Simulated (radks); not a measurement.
Values are calculated unless marked as measured or tabulated.
Species: Bi43+. Configuration: [Kr] 4d4.

Code: a radial shooting solver on a logarithmic mesh with Libxc functionals. Model: Dirac Kohn-Sham, BLYP, spin-unpolarised, spherical densities, finite nucleus; open shells fill j = l - 1/2 first; Fermi nuclear charge, rms radius 5.5211 fm.

Energy parts (eV):
part                       energy
total                  -554395.49
kinetic                 653243.62
electron-nucleus      -1320815.94
Hartree                 121831.60
exchange-correlation     -8654.77

Orbitals (lengths in bohr, moments of r in powers of bohr; r(max) is where P^2 peaks):
orbital	occ.	eigenvalue (eV)	r(max)	<1/r>	<r^4>
1s1/2	2	-92474.91	0.009661	103.2	3.333e-07
2s1/2	2	-18259.07	0.05642	25.58	0.00004739
2p1/2	2	-17631.34	0.04118	25.54	0.00002783
2p3/2	4	-15310.72	0.04901	20.25	0.00004549
3s1/2	2	-5886.360	0.1581	9.479	0.001632
3p1/2	2	-5606.619	0.1471	9.389	0.001402
3p3/2	4	-5074.628	0.1625	8.011	0.001981
3d3/2	4	-4621.483	0.1259	7.894	0.001272
3d5/2	6	-4508.050	0.1301	7.591	0.001408
4s1/2	2	-2644.520	0.3393	4.448	0.02524
4p1/2	2	-2521.767	0.3343	4.371	0.02492
4p3/2	4	-2354.612	0.3595	3.904	0.03232
4d3/2	4	-2159.865	0.3427	3.781	0.03013
4d5/2	0	-2124.730	0.3496	3.679	0.03228

The highest occupied level is 4d3/2 at -2159.9 eV. For comparison, the ionisation energy in NIST's Atomic Spectra Database is 2190 eV (theoretical). In exact Kohn-Sham theory the highest level is minus the ionisation energy, but local and semilocal functionals leave it too shallow, through self-interaction and a potential that decays too fast; potentials with the right tail come closer. The density falls to 0.001 e/bohr^3 at r = 0.97 bohr. Summed over all electrons, <r^2> = 2.300 bohr^2, which gives a Langevin (diamagnetic) susceptibility term of -1.82 x 10^-6 cm^3/mol. The electron density at the nucleus is 2.972e+06 e/bohr^3.

Beside tabulated values, note that spin-unpolarised runs miss the spin-polarisation part of the exchange energy of open shells.
